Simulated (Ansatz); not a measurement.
`CC[Si]F` + H–F → `F[Si]F` + ethane at 400 K and 1 bar (ligand exchange at the Si–C bond).

Calculated with Ansatz (gas phase, PBE0-D4/def2-TZVP geometries, no zero-point term in ΔE). CCSD(T)/CBS adds triple-zeta CCSD(T) − MP2 to the extrapolated MP2 energy (def2 sets, frozen cores). This one scheme is used for every species. Each species was taken in one conformer, which may not be the lowest.

```tsv
species	CCSD(T)/CBS energy (Eh)	H − E (kJ/mol)	S (J/(mol·K))
`CC[Si]F`	-468.00242	202.0	350.0
H–F	-100.39570	36.5	182.2
`F[Si]F`	-488.75686	28.3	270.5
`CC`	-79.71954	213.5	244.3
```

H − E and S are ideal-gas, rigid-rotor, harmonic terms from PBE0-D4/def2-TZVP, for one conformer and one mirror image of each species. 1 Eh = 2625.50 kJ/mol, R = 8.31446 J/(mol·K).

Task: By hand: ΔE, ΔH, ΔS and ΔG.

Result: ΔE = (-488.75686) + (-79.71954) − (-468.00242) − (-100.39570) = -0.07828 Eh = -205.5 kJ/mol. Δ(H − E) = 28.3 + 213.5 − 202.0 − 36.5 = 3.3, so ΔH = -202.2 kJ/mol. ΔS = 270.5 + 244.3 − 350.0 − 182.2 = -17.4 J/(mol·K). ΔG = -202.2 − 400 × (-17.4)/1000 = -195.2 kJ/mol.

Task: By hand: the equilibrium constant, and the temperature at which ΔG would vanish if ΔH and ΔS stayed fixed.

Result: log₁₀ K = −ΔG/(RT ln 10) = 25.5. ΔG = 0 at ΔH/ΔS = 11621 K, far beyond where these terms or the molecules hold.

ΔH outweighs TΔS. A doubt of 5 kJ/mol in ΔE shifts log₁₀ K by 0.7 here. Other conformers and mirror images would add mixing entropy, several J/(mol·K) or more a flexible species. Modes under 60 cm⁻¹, often nearly free rotors, make the harmonic entropy too high. These are equilibria of isolated gas molecules and say nothing of rates. Largest T1 diagnostic: 0.015 (customary marks: 0.02 for closed shells, 0.045 for open ones).
